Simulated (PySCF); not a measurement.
Gas-phase reaction: 2 SiH3Br + 3 HCl ⇌ SiH2Br2 + SiHCl3 + 3 H2. Level: PBE0/def2-QZVP†; standard pressure 1 bar.

Computed with PySCF and rigid-rotor harmonic-oscillator thermochemistry at 1 bar. † marks an energy on the PBE0/def2-TZVP geometry and frequencies. All species are closed-shell singlets. Br: all electrons, no relativistic terms. The harmonic model lacks anharmonicity and excited electronic states, which grow with temperature; levels with a mode under 35 cm⁻¹ are left out. Soft modes under 120 cm⁻¹ make the harmonic entropy rough for SiH2Br2.

```csv
T (K),1000/T (1/K),log10 K
800,1.2500,11.77
1000,1.0000,?
1200,0.8333,7.21
1400,0.7143,5.92
1600,0.6250,4.96
1800,0.5556,4.21
```

Task: Fit log10 K = a + b·(1000/T) to the five rows, get the mean ΔH° and ΔS°, and predict log10 K at 1000 K.

Result: Means: 1000/T = 0.7956, log10 K = 6.814. Sums of products about the means: Sxy = 3.28087, Sxx = 0.301215, so b = Sxy/Sxx = 10.89 and a = 6.814 − (10.89)×0.7956 = -1.85.
ΔH° = −R ln 10 × 1000 K × b = −19.145 × (10.89) = -208 kJ; ΔS° = R ln 10 × a = -35 J/K. The run's own values go from -212 kJ and -40 J/K at 800 K to -206 kJ and -34 J/K at 1800 K.
Prediction at 1000 K: -1.85 + (10.89)×1.0000 = 9.04. The computed value is 9.02, 0.02 from the line.
For scale, ΔH°(298 K) is -226 kJ at this level, -254 kJ at ωB97M-V/def2-TZVP†, and runs from -268 to -105 kJ over the 20 levels computed; the NASA 1993 table gives -253 kJ (entries not checked at source).
